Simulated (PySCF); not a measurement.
H$_{4}$FNOSi, singlet, at a GFN2-xTB geometry, atoms displaced at random by about 0.08 Å a coordinate; B3LYP/STO-3G, gradient by finite differences in PySCF.

PySCF was given this input:
```python
from pyscf import gto, scf, dft

mol = gto.M(
    atom='''
Si   -0.02142245   -0.14037630   -0.36706221
N     1.53055847   -0.51806582    0.09337132
O    -0.34043048    1.40422664   -0.46635710
F    -0.95435040   -0.71364020    0.88573971
H    -0.43950992   -0.97055740   -1.51161156
H     2.34648981   -0.03661526   -0.14546519
H     1.71213006   -0.59816917    1.19861842
H    -1.25526954    1.77041581   -0.54699582
''',
    basis='sto-3g',
    verbose=4,
)

mf = dft.RKS(mol)
mf.xc = 'b3lyp'
mf.conv_tol = 1e-11
mf.kernel()
scan, done = mf.as_scanner(), []
scan.scf_summary = {}
def energy(d):
    c = mol.atom_coords()
    c[6, 0] += d
    e = scan(mol.set_geom_(c, unit='Bohr', inplace=False))
    done.append(scan.converged)
    return e
h = 0.05
fd = (energy(h) - energy(-h)) / (2 * h)
print('dE/dx =', fd)
```

Problem. What does PySCF print? Leave out banner, timings and long lists.

Solution. 
```
PySCF version 2.14.0

[INPUT] verbose = 4
[INPUT] num. atoms = 8
[INPUT] num. electrons = 42
[INPUT] charge = 0
[INPUT] spin (= nelec alpha-beta = 2S) = 0
[INPUT] symmetry False subgroup None
[INPUT] Mole.unit = angstrom
[INPUT] Symbol           X                Y                Z      unit          X                Y                Z       unit  Magmom
[INPUT]  1 Si    -0.021422450000  -0.140376300000  -0.367062210000 AA   -0.040482563417  -0.265272761380  -0.693647047578 Bohr   0.0
[INPUT]  2 N      1.530558470000  -0.518065820000   0.093371320000 AA    2.892336325933  -0.979002514298   0.176446222689 Bohr   0.0
[INPUT]  3 O     -0.340430480000   1.404226640000  -0.466357100000 AA   -0.643320371654   2.653603766418  -0.881287195246 Bohr   0.0
[INPUT]  4 F     -0.954350400000  -0.713640200000   0.885739710000 AA   -1.803460882869  -1.348584529480   1.673805469552 Bohr   0.0
[INPUT]  5 H     -0.439509920000  -0.970557400000  -1.511611560000 AA   -0.830553377830  -1.834087674170  -2.856531855127 Bohr   0.0
[INPUT]  6 H      2.346489810000  -0.036615260000  -0.145465190000 AA    4.434223094983  -0.069192813380  -0.274889369758 Bohr   0.0
[INPUT]  7 H      1.712130060000  -0.598169170000   1.198618420000 AA    3.235456903035  -1.130375907458   2.265060541659 Bohr   0.0
[INPUT]  8 H     -1.255269540000   1.770415810000  -0.546995820000 AA   -2.372115643109   3.345601007500  -1.033672291082 Bohr   0.0

nuclear repulsion = 187.455294070635
number of shells = 18
number of NR pGTOs = 84
number of NR cGTOs = 28
basis = sto-3g
ecp = {}

******** <class 'pyscf.dft.rks.RKS'> ********
method = RKS
initial guess = minao
damping factor = 0
level_shift factor = 0
DIIS = <class 'pyscf.scf.diis.CDIIS'>
diis_start_cycle = 1
diis_space = 8
diis_damp = 0
SCF conv_tol = 1e-11
SCF conv_tol_grad = None
SCF max_cycles = 50
direct_scf = True
direct_scf_tol = 1e-13
XC library pyscf.dft.libxc version 7.1.2
    S. Lehtola, C. Steigemann, M. J. T. Oliveira, and M. A. L. Marques,  SoftwareX 7, 1–5 (2018)
XC functionals = b3lyp
    P. J. Stephens, F. J. Devlin, C. F. Chabalowski, and M. J. Frisch,  J. Phys. Chem. 98, 11623 (1994)
radial grids:
    Treutler-Ahlrichs [JCP 102, 346 (1995); DOI:10.1063/1.469408] (M4) radial grids

becke partition: Becke, JCP 88, 2547 (1988); DOI:10.1063/1.454033
pruning grids: <function nwchem_prune>
grids dens level: 3
symmetrized grids: False
atomic radii adjust function: <function treutler_atomic_radii_adjust>
small_rho_cutoff = 0
Set gradient conv threshold to 3.16228e-06
Initial guess from minao.
tot grids = 100664
init E= -515.436118420648
  HOMO = -0.341790222342632  LUMO = 0.0864185724203833  gap/eV = 11.65215
cycle= 1 E= -514.90589480304  delta_E= 0.53  |g|= 0.737  |ddm|= 3.38
  HOMO = 0.00832148408245725  LUMO = 0.253769284599229  gap/eV = 6.67897
cycle= 2 E= -514.951294924765  delta_E= -0.0454  |g|= 0.692  |ddm|=  2.2
  HOMO = -0.130664103040589  LUMO = 0.233778967539513  gap/eV = 9.91700
cycle= 3 E= -515.110958771615  delta_E= -0.16  |g|= 0.0383  |ddm|= 1.12
  HOMO = -0.141242875848207  LUMO = 0.23257901665464  gap/eV = 10.17221
cycle= 4 E= -515.111412969722  delta_E= -0.000454  |g|= 0.0214  |ddm|= 0.101
  HOMO = -0.137645634398527  LUMO = 0.231997028544736  gap/eV = 10.05849
cycle= 5 E= -515.111557149809  delta_E= -0.000144  |g|= 0.00256  |ddm|= 0.0343
  HOMO = -0.138204636271657  LUMO = 0.232143873924128  gap/eV = 10.07770
cycle= 6 E= -515.111559749021  delta_E= -2.6e-06  |g|= 0.000575  |ddm|= 0.00583
  HOMO = -0.138171970482762  LUMO = 0.23211910057258  gap/eV = 10.07613
cycle= 7 E= -515.111559874657  delta_E= -1.26e-07  |g|= 0.000179  |ddm|= 0.00132
  HOMO = -0.138149730874196  LUMO = 0.232144036353665  gap/eV = 10.07621
cycle= 8 E= -515.111559886243  delta_E= -1.16e-08  |g|= 2.39e-05  |ddm|= 0.000333
  HOMO = -0.138153642459703  LUMO = 0.232140124080751  gap/eV = 10.07621
cycle= 9 E= -515.111559886471  delta_E= -2.28e-10  |g|= 1.78e-06  |ddm|= 4.54e-05
  HOMO = -0.138153531764302  LUMO = 0.232140301333305  gap/eV = 10.07621
cycle= 10 E= -515.111559886472  delta_E= -1.02e-12  |g|= 1.24e-07  |ddm|= 4e-06
  HOMO = -0.138153506064354  LUMO = 0.232140297134226  gap/eV = 10.07621
Extra cycle  E= -515.111559886473  delta_E= -1.36e-12  |g|= 4.59e-08  |ddm|= 3.45e-07
converged SCF energy = -515.111559886473
Create scanner for <class 'pyscf.dft.rks.RKS'>

WARN: Mole.unit (angstrom) is changed to Bohr

New geometry
   1 Si    -0.021422450000  -0.140376300000  -0.367062210000 AA   -0.040482563417  -0.265272761380  -0.693647047578 Bohr
   2 N      1.530558470000  -0.518065820000   0.093371320000 AA    2.892336325933  -0.979002514298   0.176446222689 Bohr
   3 O     -0.340430480000   1.404226640000  -0.466357100000 AA   -0.643320371654   2.653603766418  -0.881287195246 Bohr
   4 F     -0.954350400000  -0.713640200000   0.885739710000 AA   -1.803460882869  -1.348584529480   1.673805469552 Bohr
   5 H     -0.439509920000  -0.970557400000  -1.511611560000 AA   -0.830553377830  -1.834087674170  -2.856531855127 Bohr
   6 H      2.346489810000  -0.036615260000  -0.145465190000 AA    4.434223094983  -0.069192813380  -0.274889369758 Bohr
   7 H      1.738588920546  -0.598169170000   1.198618420000 AA    3.285456903035  -1.130375907458   2.265060541659 Bohr
   8 H     -1.255269540000   1.770415810000  -0.546995820000 AA   -2.372115643109   3.345601007500  -1.033672291082 Bohr

******** <class 'pyscf.scf.hf.RKS_Scanner'> ********
method = RKS_Scanner
initial guess = minao
damping factor = 0
level_shift factor = 0
DIIS = <class 'pyscf.scf.diis.CDIIS'>
diis_start_cycle = 1
diis_space = 8
diis_damp = 0
SCF conv_tol = 1e-11
SCF conv_tol_grad = None
SCF max_cycles = 50
direct_scf = True
direct_scf_tol = 1e-13
XC library pyscf.dft.libxc version 7.1.2
    S. Lehtola, C. Steigemann, M. J. T. Oliveira, and M. A. L. Marques,  SoftwareX 7, 1–5 (2018)
XC functionals = b3lyp
    P. J. Stephens, F. J. Devlin, C. F. Chabalowski, and M. J. Frisch,  J. Phys. Chem. 98, 11623 (1994)
radial grids:
    Treutler-Ahlrichs [JCP 102, 346 (1995); DOI:10.1063/1.469408] (M4) radial grids

becke partition: Becke, JCP 88, 2547 (1988); DOI:10.1063/1.454033
pruning grids: <function nwchem_prune>
grids dens level: 3
symmetrized grids: False
atomic radii adjust function: <function treutler_atomic_radii_adjust>
small_rho_cutoff = 0
Set gradient conv threshold to 3.16228e-06
tot grids = 100664
init E= -515.108600088856
  HOMO = -0.139331404957648  LUMO = 0.229272404866263  gap/eV = 10.03022
cycle= 1 E= -515.11021103295  delta_E= -0.00161  |g|= 0.00271  |ddm|= 0.0209
  HOMO = -0.137115697355943  LUMO = 0.230306040124145  gap/eV = 9.99805
cycle= 2 E= -515.110212793353  delta_E= -1.76e-06  |g|= 0.00217  |ddm|= 0.00925
  HOMO = -0.137759166716969  LUMO = 0.230237391611703  gap/eV = 10.01370
cycle= 3 E= -515.11021424555  delta_E= -1.45e-06  |g|= 0.000333  |ddm|= 0.00367
  HOMO = -0.137711864797748  LUMO = 0.230263781293474  gap/eV = 10.01313
cycle= 4 E= -515.110214283257  delta_E= -3.77e-08  |g|= 5.43e-05  |ddm|= 0.000539
  HOMO = -0.137710070973973  LUMO = 0.230263341764897  gap/eV = 10.01307
cycle= 5 E= -515.110214284223  delta_E= -9.66e-10  |g|= 1.77e-05  |ddm|= 0.000115
  HOMO = -0.137711266544977  LUMO = 0.230261778749066  gap/eV = 10.01306
cycle= 6 E= -515.110214284332  delta_E= -1.09e-10  |g|= 2.93e-06  |ddm|= 2.98e-05
  HOMO = -0.137711216503017  LUMO = 0.230262214250229  gap/eV = 10.01307
cycle= 7 E= -515.110214284334  delta_E= -2.27e-12  |g|= 1.13e-06  |ddm|= 6.55e-06
  HOMO = -0.137711037569311  LUMO = 0.230262035691685  gap/eV = 10.01306
Extra cycle  E= -515.110214284333  delta_E= 9.09e-13  |g|= 1.28e-06  |ddm|= 4.25e-06
converged SCF energy = -515.110214284333

WARN: Mole.unit (angstrom) is changed to Bohr

New geometry
   1 Si    -0.021422450000  -0.140376300000  -0.367062210000 AA   -0.040482563417  -0.265272761380  -0.693647047578 Bohr
   2 N      1.530558470000  -0.518065820000   0.093371320000 AA    2.892336325933  -0.979002514298   0.176446222689 Bohr
   3 O     -0.340430480000   1.404226640000  -0.466357100000 AA   -0.643320371654   2.653603766418  -0.881287195246 Bohr
   4 F     -0.954350400000  -0.713640200000   0.885739710000 AA   -1.803460882869  -1.348584529480   1.673805469552 Bohr
   5 H     -0.439509920000  -0.970557400000  -1.511611560000 AA   -0.830553377830  -1.834087674170  -2.856531855127 Bohr
   6 H      2.346489810000  -0.036615260000  -0.145465190000 AA    4.434223094983  -0.069192813380  -0.274889369758 Bohr
   7 H      1.685671199454  -0.598169170000   1.198618420000 AA    3.185456903035  -1.130375907458   2.265060541659 Bohr
   8 H     -1.255269540000   1.770415810000  -0.546995820000 AA   -2.372115643109   3.345601007500  -1.033672291082 Bohr

******** <class 'pyscf.scf.hf.RKS_Scanner'> ********
method = RKS_Scanner
initial guess = minao
damping factor = 0
level_shift factor = 0
DIIS = <class 'pyscf.scf.diis.CDIIS'>
diis_start_cycle = 1
diis_space = 8
diis_damp = 0
SCF conv_tol = 1e-11
SCF conv_tol_grad = None
SCF max_cycles = 50
direct_scf = True
direct_scf_tol = 1e-13
XC library pyscf.dft.libxc version 7.1.2
    S. Lehtola, C. Steigemann, M. J. T. Oliveira, and M. A. L. Marques,  SoftwareX 7, 1–5 (2018)
XC functionals = b3lyp
    P. J. Stephens, F. J. Devlin, C. F. Chabalowski, and M. J. Frisch,  J. Phys. Chem. 98, 11623 (1994)
radial grids:
    Treutler-Ahlrichs [JCP 102, 346 (1995); DOI:10.1063/1.469408] (M4) radial grids

becke partition: Becke, JCP 88, 2547 (1988); DOI:10.1063/1.454033
pruning grids: <function nwchem_prune>
grids dens level: 3
symmetrized grids: False
atomic radii adjust function: <function treutler_atomic_radii_adjust>
small_rho_cutoff = 0
Set gradient conv threshold to 3.16228e-06
tot grids = 100664
init E= -515.11574841506
  HOMO = -0.135563284002473  LUMO = 0.235498863638853  gap/eV = 10.09712
cycle= 1 E= -515.11266267476  delta_E= 0.00309  |g|= 0.00506  |ddm|= 0.0417
  HOMO = -0.13960861743072  LUMO = 0.233822590021799  gap/eV = 10.16158
cycle= 2 E= -515.11266921514  delta_E= -6.54e-06  |g|= 0.00396  |ddm|= 0.0173
  HOMO = -0.138478452928732  LUMO = 0.233904899584291  gap/eV = 10.13307
cycle= 3 E= -515.112674068987  delta_E= -4.85e-06  |g|= 0.000639  |ddm|= 0.00679
  HOMO = -0.138575237271482  LUMO = 0.233849616836128  gap/eV = 10.13420
cycle= 4 E= -515.112674205592  delta_E= -1.37e-07  |g|= 0.000105  |ddm|= 0.00103
  HOMO = -0.138578514828717  LUMO = 0.233849269610913  gap/eV = 10.13428
cycle= 5 E= -515.112674209173  delta_E= -3.58e-09  |g|= 3.47e-05  |ddm|= 0.000222
  HOMO = -0.138576208533079  LUMO = 0.233852715275693  gap/eV = 10.13431
cycle= 6 E= -515.112674209581  delta_E= -4.08e-10  |g|= 5.8e-06  |ddm|= 5.78e-05
  HOMO = -0.138576236025973  LUMO = 0.233851887909257  gap/eV = 10.13429
cycle= 7 E= -515.112674209591  delta_E= -1.03e-11  |g|= 2.08e-06  |ddm|= 1.29e-05
  HOMO = -0.138576463065853  LUMO = 0.233852028350148  gap/eV = 10.13430
cycle= 8 E= -515.112674209593  delta_E= -2.05e-12  |g|= 9.2e-08  |ddm|= 3.96e-06
  HOMO = -0.138576422822663  LUMO = 0.233852029289635  gap/eV = 10.13429
Extra cycle  E= -515.112674209593  delta_E= 4.55e-13  |g|= 7.69e-08  |ddm|= 3.47e-07
converged SCF energy = -515.112674209593
dE/dx = 0.024599252599273314
```
